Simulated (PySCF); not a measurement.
Ge(GeH3)(OH)3, H6Ge2O3, SMILES [GeH3][Ge]([OH])([OH])[OH] (PBE0/def2-SVP optimised geometry):

```
11

O     -0.651    -3.132     2.125
Ge    -1.305    -1.485     1.977
O     -0.848    -0.625     3.464
O     -3.077    -1.636     1.989
Ge    -0.509    -0.356     0.000
H     -1.367    -3.776     2.191
H     -0.397    -1.221     4.074
H     -3.443    -1.270     2.803
H     -1.027    -1.091    -1.246
H      1.027    -0.356     0.000
H     -1.027     1.091     0.000
```

Level of theory: PBE0/def2-TZVP (PySCF).

Q: What are the frontier orbital energies and the dipole moment?

A: HOMO-2 -9.01 eV, HOMO-1 -9.00 eV, HOMO -8.09 eV, LUMO -0.08 eV, LUMO+1 0.36 eV; dipole moment 0.61 D.

Meta-Löwdin charges at PBE0/def2-TZVP: O1 -0.75, Ge2 1.20, O3 -0.75, O4 -0.75, Ge5 0.10, H6 0.35, H7 0.35, H8 0.35, H9 -0.03, H10 -0.03, H11 -0.03.
